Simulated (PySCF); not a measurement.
# How the method changes the shape and vibrations of AlH3N cation

All numbers below are calculated, not measured. They come from PySCF 2.14.0, an open-source quantum chemistry program, on an isolated molecule that a program drew, which may never have been made. The molecule is AlH3N cation (charge +1, singlet), drawn as the SMILES string `[NH2][AlH+]`.

The geometry was optimised and harmonic frequencies were computed with HF and MP2, all in the cc-pV(D+d)Z basis, for the commonest isotopes, with a restricted reference for singlets and an unrestricted one otherwise, and a frozen core in MP2. Each result is a local minimum of its method.

Geometry at the HF minimum:
```xyz
5
AlH3N cation, angstrom
N    -0.0312    2.9083    0.9518
Al    0.6600    2.4755   -0.5486
H    -0.8120    3.5337    1.0761
H     0.2771    2.5788    1.8533
H     1.2822    2.0862   -1.8995
```

Lengths of the bonds as drawn, in Å (atoms numbered as above):
| bond | HF | MP2 |
|---|---|---|
| N1-Al2 | 1.708 | 1.724 |
| N1-H3 | 1.008 | 1.023 |
| N1-H4 | 1.008 | 1.023 |
| Al2-H5 | 1.537 | 1.542 |

Rotational constants, in GHz:
```
constant     HF    MP2
       A  371.2  358.4
       B  13.56  13.32
       C  13.09  12.85
```

Harmonic frequencies in cm^-1, each column in rising order, so a row needn't be the same motion in every method:
```
rank,HF,MP2
1,406,360
2,437,382
3,551,497
4,714,667
5,951,913
6,1646,1519
7,2180,2130
8,3727,?
9,3804,3647
```

**Estimate the missing MP2 frequency from the HF column.**

A single factor s that minimises the squared misfit of MP2 against s times HF over the other rows is sum(HF x MP2) / sum(HF^2) = 0.9560, with an rms misfit of 32 cm^-1. For rank 8 it gives 0.9560 x 3727 = 3563 cm^-1. The calculation gives 3556 cm^-1, 7 cm^-1 below the estimate. The drawn bonds are on average 1.1 % longer in MP2 than in HF.
